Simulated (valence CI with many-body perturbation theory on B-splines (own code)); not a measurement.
E1 line list for Gd³³⁺

Computed by relativistic CI+MBPT: three valence electrons over a frozen Dirac-Fock core [Ar] 3d10, a basis of 11 s, 11 p, 10 d, 8 f, 5 g, 2 h functions for each j, with the one-electron correlation potential Σ1 (screened to all orders), the two-electron term Σ2, the three-electron term Σ3, Breit, model QED; selected single and double excitations, second order for the rest, scaled by the run's own slope (own B-spline code, finite nucleus).

The last digits are not significant, and no measured levels were compared; by estimate large intervals hold to a few tenths of a per cent, small ones and those within an open d or f shell to about a per cent.

Lines 1 to 50 of 554 in falling wavelength, among levels below 4418.8 × 10³ cm⁻¹, chosen from the strongest by gf and those to the six lowest levels. Wavelengths and rates use the calculated energies. Electric multipoles are in the length gauge with retardation, E1 and E2 with the static RPA response of the core. Weak lines are less certain than strong ones. Lines between different terms over intervals too small for the method are left out, as are lines whose strength nearly cancels. Where a level lies close to another of its J and parity, the split of strength between their lines is uncertain. The highest levels of a list are the least certain.

Levels are named by their leading jj configuration (3d3/2^4 stands for four electrons in 3d with j = 3/2), which in mixed levels can hold well under half, so a name can repeat and another be missing. Letters in brackets count levels of one name in rising energy.

```
λ vac (nm)                          Upper                       Lower   A (s⁻¹)  S (a.u.)
     45.34             (4s 4p1/2^2) J=1/2          (4s^2 4p3/2) J=3/2  2.10e+07  1.93e-03
     19.78     (4s 4p1/2 4p3/2) J=3/2 [a]          (4s^2 4p3/2) J=3/2  1.12e+09  1.72e-02
     19.51      (4p1/2 4d3/2 4d5/2) J=9/2  (4s 4d3/2 4d5/2) J=7/2 [b]  6.49e+09  2.38e-01
     19.22     (4p1/2 4p3/2 4f7/2) J=11/2  (4s 4p3/2 4f7/2) J=9/2 [c]  4.91e+09  2.07e-01
     19.22  (4p1/2 4p3/2 4f5/2) J=9/2 [b]  (4s 4p3/2 4f7/2) J=7/2 [b]  7.71e+09  2.70e-01
     18.36      (4p1/2 4p3/2 4d5/2) J=9/2  (4s 4p3/2 4d5/2) J=7/2 [b]  8.21e+09  2.51e-01
     17.95         (4s 4p1/2 4p3/2) J=5/2          (4s^2 4p3/2) J=3/2  7.59e+09  1.30e-01
     17.26  (4p1/2 4p3/2 4f7/2) J=7/2 [c]  (4s 4p3/2 4f7/2) J=9/2 [d]  8.12e+09  1.65e-01
     17.17             (4s 4p1/2^2) J=1/2          (4s^2 4p1/2) J=1/2  1.39e+10  6.97e-02
     16.80          (4p1/2^2 4p3/2) J=3/2  (4s 4p1/2 4p3/2) J=3/2 [b]  9.92e+09  9.29e-02
     16.41          (4p1/2 4d5/2^2) J=7/2  (4s 4p3/2 4f7/2) J=9/2 [a]  1.62e+10  2.83e-01
     16.35          (4p1/2^2 4f5/2) J=5/2  (4s 4p1/2 4f5/2) J=5/2 [b]  1.27e+10  1.65e-01
     16.23          (4p1/2^2 4f5/2) J=5/2      (4s 4p1/2 4f5/2) J=3/2  1.54e+10  1.95e-01
     16.10  (4p1/2 4p3/2 4f5/2) J=9/2 [a]  (4s 4p3/2 4f7/2) J=9/2 [b]  1.17e+10  2.41e-01
     15.78     (4s 4p1/2 4p3/2) J=3/2 [b]          (4s^2 4p3/2) J=3/2  8.64e+09  6.70e-02
     15.73          (4p1/2 4d5/2^2) J=9/2          (4s 4d5/2^2) J=9/2  9.92e+09  1.90e-01
     15.65          (4p1/2^2 4f7/2) J=7/2  (4s 4p1/2 4f7/2) J=7/2 [b]  1.47e+10  2.23e-01
     15.59  (4p1/2 4d3/2 4d5/2) J=7/2 [b]          (4s 4d5/2^2) J=9/2  2.05e+10  3.06e-01
     15.52          (4p1/2^2 4f7/2) J=7/2      (4s 4p1/2 4f7/2) J=9/2  3.02e+10  4.46e-01
     15.52          (4p1/2 4p3/2^2) J=3/2          (4s 4p3/2^2) J=5/2  2.17e+10  1.60e-01
     15.49     (4p1/2 4p3/2 4f7/2) J=11/2     (4s 4p3/2 4f7/2) J=11/2  1.53e+10  3.38e-01
     15.46  (4p1/2 4p3/2 4f7/2) J=7/2 [b]  (4s 4p3/2 4f7/2) J=9/2 [b]  1.52e+10  2.21e-01
     15.41  (4p1/2 4p3/2 4d5/2) J=7/2 [a]      (4s 4p3/2 4d5/2) J=9/2  2.54e+10  3.67e-01
     15.40      (4p1/2 4p3/2 4f7/2) J=9/2     (4s 4p3/2 4f7/2) J=11/2  2.36e+10  4.24e-01
     15.25          (4p1/2^2 4d5/2) J=5/2      (4s 4p1/2 4d5/2) J=7/2  3.46e+10  3.63e-01
     15.19         (4s 4p1/2 4p3/2) J=1/2          (4s^2 4p3/2) J=3/2  1.45e+10  5.03e-02
     14.96  (4p1/2 4d3/2 4d5/2) J=5/2 [b]  (4s 4d3/2 4d5/2) J=7/2 [a]  1.57e+10  1.56e-01
     14.89          (4p1/2^2 4p3/2) J=3/2      (4s 4p1/2 4p3/2) J=5/2  4.26e+10  2.78e-01
     14.86          (4p1/2^2 4d3/2) J=3/2      (4s 4p1/2 4d3/2) J=5/2  3.28e+10  2.13e-01
     14.83  (4p1/2 4p3/2 4d3/2) J=5/2 [b]      (4s 4p3/2 4d3/2) J=7/2  2.34e+10  2.26e-01
     14.75      (4p1/2 4p3/2 4d5/2) J=9/2      (4s 4p3/2 4d5/2) J=9/2  1.93e+10  3.06e-01
     13.82          (4p1/2^2 4p3/2) J=3/2  (4s 4p1/2 4p3/2) J=3/2 [a]  1.20e+10  6.28e-02
     12.00     (4s 4p1/2 4d3/2) J=3/2 [a]  (4s 4p1/2 4p3/2) J=3/2 [b]  6.48e+09  2.21e-02
     11.90         (4p3/2^2 4f7/2) J=11/2  (4s 4p3/2 4f7/2) J=9/2 [d]  1.99e+10  1.99e-01
     11.61         (4s 4p1/2 4d3/2) J=5/2  (4s 4p1/2 4p3/2) J=3/2 [b]  2.00e+09  9.26e-03
     11.56          (4p3/2^2 4d3/2) J=7/2  (4s 4p3/2 4d5/2) J=7/2 [a]  3.36e+10  2.05e-01
     11.53          (4p3/2 4d5/2^2) J=9/2          (4s 4d5/2^2) J=7/2  2.12e+10  1.60e-01
     11.53     (4s 4p1/2 4p3/2) J=3/2 [a]          (4s^2 4p1/2) J=1/2  6.23e+08  1.89e-03
     11.51          (4p3/2^2 4d5/2) J=9/2  (4s 4p3/2 4d5/2) J=7/2 [b]  4.10e+10  3.08e-01
     11.32          (4p3/2^2 4f7/2) J=7/2          (4s 4d5/2^2) J=7/2  1.87e+10  1.07e-01
     11.27  (4p3/2 4d3/2 4d5/2) J=7/2 [c]      (4s 4d5/2^2) J=5/2 [a]  2.01e+10  1.14e-01
     11.24             (4s 4p3/2^2) J=5/2          (4s^2 4p3/2) J=3/2  1.08e+10  4.55e-02
     11.11          (4p1/2 4p3/2^2) J=3/2  (4s 4p1/2 4p3/2) J=3/2 [b]  8.38e+09  2.27e-02
     11.09     (4s 4p3/2 4f5/2) J=5/2 [b]          (4s^2 4f5/2) J=5/2  2.81e+10  1.13e-01
     11.08     (4p3/2 4d3/2 4d5/2) J=11/2     (4s 4p3/2 4f7/2) J=11/2  3.09e+10  2.48e-01
     11.06          (4p3/2^2 4f5/2) J=9/2  (4s 4d3/2 4d5/2) J=7/2 [b]  3.28e+10  2.19e-01
     11.05         (4p3/2 4d5/2^2) J=11/2          (4s 4d5/2^2) J=9/2  2.58e+10  2.06e-01
     10.99     (4s 4p1/2 4d3/2) J=3/2 [a]      (4s 4p1/2 4p3/2) J=5/2  6.64e+09  1.74e-02
     10.91          (4p3/2^2 4d5/2) J=7/2  (4s 4p3/2 4d5/2) J=5/2 [a]  2.82e+10  1.44e-01
     10.90  (4p1/2 4p3/2 4d5/2) J=7/2 [b]  (4s 4p1/2 4d5/2) J=5/2 [b]  2.87e+10  1.47e-01
```
